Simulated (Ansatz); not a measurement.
Frontier orbitals of C$_{2}$H$_{7}$FSi$_{2}$, SMILES `FC1([SiH3])C[SiH2]1`.

Z-matrix (Å, degrees):
```
C
Si 1 1.870
C 1 1.533 2 118.9
F 1 1.389 2 112.7 3 -136.5
Si 1 1.877 2 120.5 3 76.2
H 2 1.488 1 111.4 3 72.4
H 2 1.484 1 110.3 3 -165.8
H 2 1.488 1 106.8 3 -46.6
H 3 1.086 1 117.9 2 -5.3
H 3 1.088 1 112.8 2 -139.6
H 5 1.475 1 117.6 2 147.4
H 5 1.477 1 119.4 2 -2.7
```

The species carries charge 0 and has multiplicity 1. The structure was optimised at the PBE0-D4/def2-TZVP level. Basis def2-TZVPP, Ansatz 0.2.0.

| functional | HOMO (eV) | LUMO (eV) | gap (eV) |
| --- | --- | --- | --- |
| PBE | -5.81 | -0.99 | 4.82 |
| BLYP | -5.67 | -0.88 | 4.79 |
| PBE0 | -6.95 | -0.18 | 6.77 |
| ωB97M-V | -9.09 | 1.49 | 10.58 |

From PBE to PBE0 the HOMO moves by −1.15 eV and the LUMO by +0.81 eV, and with ωB97M-V by −3.29 and +2.48 eV, so the gap grows from 4.81 to 10.58 eV with exact exchange. A positive LUMO is unbound and depends on the basis.
